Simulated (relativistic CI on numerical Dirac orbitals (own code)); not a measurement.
d4 in a ligand field

Computed with a parametric ligand-field model of a d^n configuration (Racah B and C, spin-orbit zeta, crystal field), exact diagonalisation.

Field parameters in Wybourne normalisation: D3d B²₀ = −7Dσ, B⁴₀ = −14Dq − 21Dτ, B⁴₃ = −14√(10/7) Dq; Oh B⁴₀ = 21Dq, B⁴₄ = √(5/14) B⁴₀; Td as Oh with Dq negative (B⁴₀ = 21Dq, B⁴₄ = √(5/14) B⁴₀). The field is a parameter set, without covalency.

(1) Ground term and bands for B = 950, C = 4350, ζ = 0 cm⁻¹, D3d, 10Dq = 31050, Dσ = -1200, Dτ = -260 cm⁻¹?

(2) Ground term and bands for B = 460, C = 2340, ζ = 0 cm⁻¹, D3d, 10Dq = 10700, Dσ = -1200, Dτ = 310 cm⁻¹?

(3) Ground term and bands for B = 610, C = 2740, ζ = 0 cm⁻¹, Oh, 10Dq = 3250 cm⁻¹?

(4) Ground term and bands for B = 770, C = 3770, ζ = 0 cm⁻¹, D3d, 10Dq = 21050, Dσ = -1200, Dτ = -380 cm⁻¹?

(5) Ground term and bands for B = 390, C = 2020, ζ = 0 cm⁻¹, Td, 10Dq = -3100 cm⁻¹?

Results:

(1) Ground term 3E with 0.03 electrons in the two orbitals of the cubic e set. Spin-allowed: 3A2 4878 cm⁻¹ (2050 nm), 3A2 26195 cm⁻¹ (382 nm), 3E 27062 cm⁻¹ (370 nm), 3E 28973 cm⁻¹ (345 nm). Lowest spin-forbidden: 5E 5716 cm⁻¹ (1749 nm), 1A1 9976 cm⁻¹ (1002 nm), 1E 13159 cm⁻¹ (760 nm).

(2) Ground term 5E with 1.03 electrons in the two orbitals of the cubic e set. Spin-allowed: 5A1 11341 cm⁻¹ (882 nm), 5E 13332 cm⁻¹ (750 nm). Lowest spin-forbidden: 3E 957 cm⁻¹, 3A2 1880 cm⁻¹, 1A1 7576 cm⁻¹ (1320 nm).

(3) Ground term 5E with 1.00 electrons in the two orbitals of the cubic e set. Spin-allowed: 5T2 3250 cm⁻¹ (3077 nm). Lowest spin-forbidden: 3T1 11839 cm⁻¹ (845 nm), 3E 13770 cm⁻¹ (726 nm), 3T1 14714 cm⁻¹ (680 nm).

(4) Ground term 5E with 1.00 electrons in the two orbitals of the cubic e set. Spin-allowed: 5A1 15513 cm⁻¹ (645 nm), 5E 21676 cm⁻¹ (461 nm). Lowest spin-forbidden: 3E 529 cm⁻¹, 3A2 6167 cm⁻¹ (1622 nm), 1A1 7636 cm⁻¹ (1310 nm).

(5) Ground term 5T2 with 2.00 electrons in the two orbitals of the cubic e set. Spin-allowed: 5E 3100 cm⁻¹ (3226 nm). Lowest spin-forbidden: 3T1 7687 cm⁻¹ (1301 nm), 3T2 8887 cm⁻¹ (1125 nm), 1A1 9853 cm⁻¹ (1015 nm).
